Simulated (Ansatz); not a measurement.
A nudged elastic band was laid between two geometries of CH6AlFOSSi (12 atoms, charge 0, multiplicity 1).

These are results of Ansatz 0.2.0, RKS PBE-D4/STO-3G, not measurements.

* movable images: 9
* climbing image: yes
* spring: 5.0 eV/Å²
* optimiser: quadratic models (default)
* start path: IDPP
* force threshold: 0.05 eV/Å
* iteration limit: 53
* end points: relaxed

Image 0:

```xyz
12
Properties=species:S:1:pos:R:3
C -0.111 -1.846 0.103
Si 0.442 -0.073 0.459
O 0.553 0.196 2.148
F -0.956 0.913 -0.039
S 1.786 0.984 -0.713
Al -0.100 2.017 -1.254
H 0.694 -2.562 0.339
H -0.365 -1.970 -0.964
H -1.000 -2.123 0.696
H 0.080 -0.625 2.561
H -0.260 3.419 -0.714
H -0.686 1.617 -2.589
```

Image 10:

```xyz
12
Properties=species:S:1:pos:R:3
C -0.046 -1.855 0.004
Si 0.551 -0.087 0.314
O 1.118 0.085 1.922
F -0.949 0.875 0.284
S 1.501 1.087 -1.107
Al -0.476 2.088 -1.033
H -0.737 -2.195 0.795
H 0.806 -2.555 -0.029
H -0.575 -1.927 -0.962
H 0.790 -0.774 2.394
H -0.504 3.443 -0.366
H -1.401 1.760 -2.182
```

Task: Which bonds break or form, and what moves?

Result: No bond is made or broken. The dihedral H7–C1–Si2–S5 goes from 74 to -166°. The two ends are copies of one structure, up to a mirror image or an exchange of like atoms.

Task: Give the energies along the band, and the barrier.

Result: It converged. The highest image is number 5 of 0 to 10, 1.8 kJ/mol above the ends, which have the same energy within 2 meV. A vibrational analysis at the climbing image gives one clearly imaginary mode, 70i cm⁻¹: a first-order saddle point. Limits of this set-up: minimal basis.

| image | path coordinate (Å) | energy (kJ/mol) | dihedral H7–C1–Si2–S5 (°) |
| --- | --- | --- | --- |
| 0 | 0.00 | 0.0 | 74 |
| 1 | 0.36 | 0.2 | 86 |
| 2 | 0.71 | 0.6 | 98 |
| 3 | 1.07 | 1.1 | 110 |
| 4 | 1.42 | 1.6 | 122 |
| 5 | 1.78 | 1.8 | 134 |
| 6 | 2.13 | 1.6 | 146 |
| 7 | 2.49 | 1.2 | 158 |
| 8 | 2.84 | 0.6 | 170 |
| 9 | 3.20 | 0.2 | -178 |
| 10 | 3.55 | 0.0 | -166 |

Task: What is the geometry of the highest image?

Result: 
```xyz
12
Properties=species:S:1:pos:R:3
C -0.030 -1.860 0.013
Si 0.545 -0.084 0.333
O 1.055 0.117 1.956
F -0.961 0.869 0.250
S 1.527 1.088 -1.067
Al -0.459 2.074 -1.061
H 0.225 -2.534 0.849
H 0.439 -2.263 -0.900
H -1.124 -1.892 -0.130
H 0.720 -0.735 2.435
H -0.514 3.435 -0.407
H -1.346 1.730 -2.235
```

Run time: 86 s on 1 thread of Intel(R) Xeon(R) Platinum 8488C (Sapphire Rapids), on a shared host, peak memory 0.14 GiB.
